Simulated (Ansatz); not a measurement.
Diatomic CaTe, closed-shell singlet (lowest of 2S+1 = 1, 3 at CCSD(T)/def2-TZVPP on PBE0 minima; our sources give no spin for the ground state, which may be another). No spin–orbit coupling. Ca is treated without relativity.

The constants come from a fifth-degree fit in 1/R (seven points, main isotopes). Runs in def2 and cc sets follow the lowest solution found near the PBE0 minimum. The singlet is held restricted.

Run with Ansatz (Gaussian basis) for Hartree–Fock, density functionals and correlated methods. Each number belongs to the level named beside it. In def2 rows elements past Kr take small-core potentials, without spin–orbit coupling.

Energies at B3LYP/def2-TZVPP:

```json
[
 {"R (Å)": "2.464230", "E (hartree)": "-945.73509698"},
 {"R (Å)": "2.530473", "E (hartree)": "-945.74068445"},
 {"R (Å)": "2.591416", "E (hartree)": "-945.74358348"},
 {"R (Å)": "2.660308", "E (hartree)": "-945.74476482"},
 {"R (Å)": "2.729201", "E (hartree)": "-945.74416635"},
 {"R (Å)": "2.808692", "E (hartree)": "-945.74176577"},
 {"R (Å)": "2.901432", "E (hartree)": "-945.73726030"}
]
```

### Question
With a reduced mass of 30.5612 u, find the minimum, the force constant and the constants.

### Answer
A fifth-degree polynomial in 1/R puts the minimum at r_e = 2.6690 Å with force constant 158 N/m. Then ω_e = (1/2πc)√(k/μ) = 296 cm⁻¹ and B_e = h/(8π²cμr_e²) = 0.07743 cm⁻¹; the cubic and quartic terms give α_e = 0.00025 and ω_e x_e = 0.75 cm⁻¹.

Ansatz is a quantum-chemistry and plane-wave program.
